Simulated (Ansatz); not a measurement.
Coupled-cluster diagnostics for the cluster SnSe₄ (the lowest singlet isomer of a short search), Ansatz.

Geometry of the singlet (PBE-D4/def2-SVP):

```xyz
5

Sn   -0.897    0.939   -1.303
Se   -1.597   -1.448   -0.207
Se    1.607    0.241   -0.076
Se    0.349    2.029    0.830
Se    0.538   -1.761    0.757
```

In the def2 sets Sn takes a core potential; there is no spin–orbit coupling. Correlated methods freeze 40 core orbitals; core or outer-core shells of Sn, Se are correlated, in sets that lack core-valence functions. The structure comes from a short search, and lower isomers may exist.

Task: Estimate the CCSD(T) correlation energy, the shares of MP2 and (T), T1 and the reference's ⟨S²⟩ for: charge 0, singlet, own geometry in def2-SVP; and the rough time on 4 threads of Arm Neoverse V2 on a shared host.

Result: 
| state | basis | correlation (eV) | MP2 share (%) | (T) share (%) | T1 | ⟨S²⟩ (pure) | wall time |
| --- | --- | --- | --- | --- | --- | --- | --- |
| charge 0, singlet, own geometry | def2-SVP | -28.904 | 96.2 | 3.7 | 0.015 | 0.00 (0.00) | 66 s |
Customary marks for T1 are 0.02 (closed shells), 0.045 (open shells) and about 0.05 (3d metals). T1 stays under 0.02 throughout.
